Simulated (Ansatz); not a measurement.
`C[NH][GeH]([Cl])[Cl]` + H₂ → `[Cl][GeH2][Cl]` + CH₃NH₂ at 600 K and 1 bar (hydrogenolysis of a Ge–N bond).

Isolated molecules relaxed with PBE0-D4/def2-TZVP in Ansatz; ΔE leaves out vibrations. CCSD(T)/CBS is the MP2 limit (def2-TZVPP, def2-QZVPP) plus CCSD(T) − MP2 in def2-TZVPP, frozen cores. This one scheme is used for every species. For Ge outer-core shells are correlated without core-valence functions, which leaves a few kJ/mol of doubt a bond. Scalar relativity is left out up to krypton. One conformer a species, not always the lowest.

| species | CCSD(T)/CBS energy (Eh) | H − E (kJ/mol) | S (J/(mol·K)) |
| --- | --- | --- | --- |
| `C[NH][GeH]([Cl])[Cl]` | -3091.52536 | 235.5 | 469.9 |
| H₂ | -1.17544 | 43.9 | 150.8 |
| `[Cl][GeH2][Cl]` | -2996.94498 | 87.0 | 354.5 |
| CH₃NH₂ | -95.75281 | 199.3 | 283.8 |

H − E and S are ideal-gas, rigid-rotor, harmonic terms from PBE0-D4/def2-TZVP, for one conformer and one mirror image of each species. The MP2-based limit puts H₂ 0.8 mEh under its directly extrapolated value; such offsets cancel only in part. 1 Eh = 2625.50 kJ/mol, R = 8.31446 J/(mol·K).

**Question.** By hand: ΔE, ΔH, ΔS and ΔG.

**Answer.** ΔE = (-2996.94498) + (-95.75281) − (-3091.52536) − (-1.17544) = 0.00301 Eh = 7.9 kJ/mol. Δ(H − E) = 87.0 + 199.3 − 235.5 − 43.9 = 6.9, so ΔH = 14.8 kJ/mol. ΔS = 354.5 + 283.8 − 469.9 − 150.8 = 17.6 J/(mol·K). ΔG = 14.8 − 600 × (17.6)/1000 = 4.2 kJ/mol.

**Question.** By hand: the equilibrium constant, and the temperature at which ΔG would vanish if ΔH and ΔS stayed fixed.

**Answer.** log₁₀ K = −ΔG/(RT ln 10) = -0.4. ΔG = 0 at ΔH/ΔS = 841 K, though so small a ΔS makes that figure unsure.

TΔS isn't small against ΔH here. The sign of ΔG lies within the doubt. A doubt of 5 kJ/mol in ΔE shifts log₁₀ K by 0.4 here. Other conformers and mirror images would add mixing entropy, several J/(mol·K) or more a flexible species. Modes under 60 cm⁻¹, often nearly free rotors, make the harmonic entropy too high. These are equilibria of isolated gas molecules and say nothing of rates. Largest T1 diagnostic: 0.010 (customary marks: 0.02 for closed shells, 0.045 for open ones).
